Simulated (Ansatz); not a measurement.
Cost and result for the atomization energy of Cl$_{2}$GeH (`[Cl][GeH][Cl]`) radical (4 atoms, 3 bonds).

Charge 0, multiplicity 2. Correlated methods include outer-core shells of Ge, which these sets cover unevenly. Scalar relativity is left out up to krypton. Geometry: relaxed with PBE0-D4/def2-TZVP. Program: Ansatz. Hardware: A = 2 threads of a server CPU on a shared host; B = 2 threads of an AMD EPYC 7R13 on a shared host and a share of an NVIDIA H100 80 GB. Times are those of one run each, without the atoms' runs, and a repeat can differ threefold. Electronic energies, without spin–orbit coupling; frozen cores. CCSD(T)/CBS adds CCSD(T) − MP2 in def2-TZVPP to the MP2 limit, and its time is that of the two runs behind it. T1 = 0.013; ⟨S²⟩ of the reference is 0.76. With those shells the extrapolation isn't a true limit. B3LYP takes the VWN-RPA correlation (the form of Gaussian; ORCA's B3LYP/G).

CCSD(T)/CBS is a level of theory with its own doubt, some kJ/mol a heavy atom from the limit and from the frozen cores, so smaller differences don't rank the functionals.

```csv
level,functions,wall time,atomization (kJ/mol),difference from CCSD(T)/CBS,per bond
LDA (SPW92)/def2-TZVPP [A],146,1.5 s,1134.4,174.9,58.3
BLYP-D4/def2-TZVPP [A],146,2.5 s,949.2,-10.3,-3.4
PBE-D4/def2-TZVPP (with forces) [A],146,2.7 s,989.9,30.4,10.1
BHLYP-D4/def2-TZVPP [A],146,4.4 s,924.5,-35.0,-11.7
CAM-B3LYP-D4/def2-TZVPP [A],146,4.9 s,948.4,-11.1,-3.7
B3LYP-D4/def2-TZVPP (with forces) [A],146,5.5 s,949.6,-9.9,-3.3
PBE-QIDH/def2-TZVPP [A],146,6 s,967.2,7.7,2.6
CCSD(T)/def2-SVP [A],73,6 s,861.9,-97.6,-32.5
CCSD(T)/def2-TZVPP [B],146,7 s,934.9,-24.6,-8.2
B97M-V/def2-TZVPP [A],146,8.5 s,1002.0,42.5,14.2
ωB97M-V/def2-TZVPP (with forces) [A],146,14 s,965.7,6.2,2.1
CCSD(T)/def2-QZVPP [B],259,16 s,957.5,-2.0,-0.7
CCSD(T)/CBS(def2),–,23 s,959.5,0.0,0.0
```

The D4 term adds +17.4 kJ/mol with B3LYP and +8.9 kJ/mol with PBE0; it sums over pairs of atoms, weighted by their polarisabilities, and B3LYP, whose exchange is more repulsive, gets the larger term. At CCSD(T), def2-SVP lies −97.5 kJ/mol from the extrapolated value and def2-TZVPP −24.6 kJ/mol: correlation converges slowly with the basis, and small sets miss more of it in the bonded molecule than in its fragments. From PBE to PBE0 (25 % exact exchange), in def2-TZVPP and without D4, the atomization energy moves by −17.5 kJ/mol: exact exchange takes away binding that semilocal exchange gives to molecules.
